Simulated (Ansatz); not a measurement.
`[BH2][AlH][O][SiH3]` + `NN` → `NN[SiH3]` + `[BH2][AlH][OH]` at 400 K and 1 bar (ligand exchange at the Si–O bond).

Gas-phase electronic energies from Ansatz, PBE0-D4/def2-TZVP geometries. CBS: MP2 limit from def2 TZ/QZ plus the TZ coupled-cluster correction, frozen cores. This one scheme is used for every species. One conformer a species, not always the lowest.

```json
{"species": "`[BH2][AlH][O][SiH3]`", "CCSD(T)/CBS energy (Eh)": "-634.71196", "H − E (kJ/mol)": "182.5", "S (J/(mol·K))": "422.4"}
{"species": "`NN`", "CCSD(T)/CBS energy (Eh)": "-111.76471", "H − E (kJ/mol)": "157.2", "S (J/(mol·K))": "244.6"}
{"species": "`NN[SiH3]`", "CCSD(T)/CBS energy (Eh)": "-402.05945", "H − E (kJ/mol)": "204.8", "S (J/(mol·K))": "328.7"}
{"species": "`[BH2][AlH][OH]`", "CCSD(T)/CBS energy (Eh)": "-344.39123", "H − E (kJ/mol)": "130.4", "S (J/(mol·K))": "325.1"}
```

H − E and S are ideal-gas, rigid-rotor, harmonic terms from PBE0-D4/def2-TZVP, for one conformer and one mirror image of each species. 1 Eh = 2625.50 kJ/mol, R = 8.31446 J/(mol·K).

Task: By hand: ΔE, ΔH, ΔS and ΔG.

Result: ΔE = (-402.05945) + (-344.39123) − (-634.71196) − (-111.76471) = 0.02599 Eh = 68.2 kJ/mol. Δ(H − E) = 204.8 + 130.4 − 182.5 − 157.2 = -4.5, so ΔH = 63.7 kJ/mol. ΔS = 328.7 + 325.1 − 422.4 − 244.6 = -13.2 J/(mol·K). ΔG = 63.7 − 400 × (-13.2)/1000 = 69.0 kJ/mol.

Task: By hand: the equilibrium constant, and the temperature at which ΔG would vanish if ΔH and ΔS stayed fixed.

Result: log₁₀ K = −ΔG/(RT ln 10) = -9.0. ΔH and −TΔS have one sign here, so there is no such temperature.

The number of gas molecules stays the same, so ΔS is small and ΔH decides. A doubt of 5 kJ/mol in ΔE shifts log₁₀ K by 0.7 here. Other conformers and mirror images would add mixing entropy, several J/(mol·K) or more a flexible species. Modes under 60 cm⁻¹, often nearly free rotors, make the harmonic entropy too high. These are equilibria of isolated gas molecules and say nothing of rates. Largest T1 diagnostic: 0.012 (customary marks: 0.02 for closed shells, 0.045 for open ones).
